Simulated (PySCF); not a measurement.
A calculated (B97-3, PySCF 2.14, aug-cc-pV(5+d)Z, no relativity, point nucleus) atom or ion has these occupied shells.

| shell | electrons | orbital energy (eV) | rms radius, mean of both spins (bohr) |
| --- | --- | --- | --- |
| 1s α | 1 | -2130.0 | 0.120 |
| 1s β | 1 | -2129.9 | 0.120 |
| 2s β | 1 | -206.94 | 0.566 |
| 2s α | 1 | -206.85 | 0.566 |
| 2p α | 3 | -156.12 | 0.541 |
| 2p β | 3 | -155.83 | 0.541 |
| 3s β | 1 | -35.232 | 1.87 |
| 3p α | 2 | -26.404 | 2.10 |

Problem. Name the element and its charge.

Solution. P²⁺ (phosphorus, charge +2), in [Ne] 3s1 3p2, 3s spin antiparallel (an excited configuration).
